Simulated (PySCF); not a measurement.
Constitutional and geometric isomers with formula C3H5Cl. Isolated molecules, 0 K electronic values unless said otherwise. Strings in code marks are SMILES.

The HOMO–LUMO gap from two functionals at the same geometries (PBE0-D3(BJ)/def2-TZVP), both in PySCF: PBE-D3(BJ)/def2-TZVP and ωB97X-D3(BJ)/def2-TZVP. 

```tsv
species	PBE-D3(BJ)/def2-TZVP (eV)
`ClC(C)=C`	5.13
`ClC1CC1`	6.25
`C/C=C/Cl`	5.01
`C/C=C\Cl`	5.12
```

Question: What does ωB97X-D3(BJ)/def2-TZVP give for each?

Answer: 
- `ClC(C)=C`: 11.85
- `ClC1CC1`: 13.39
- `C/C=C/Cl`: 11.73
- `C/C=C\Cl`: 11.84
Over these rows, drawn at random from the members with no instability flagged (it was tested for open shells, ions and some series alone), PBE minus ωB97X-D3(BJ): mean -6.83 eV, from -7.14 eV to -6.72 eV.
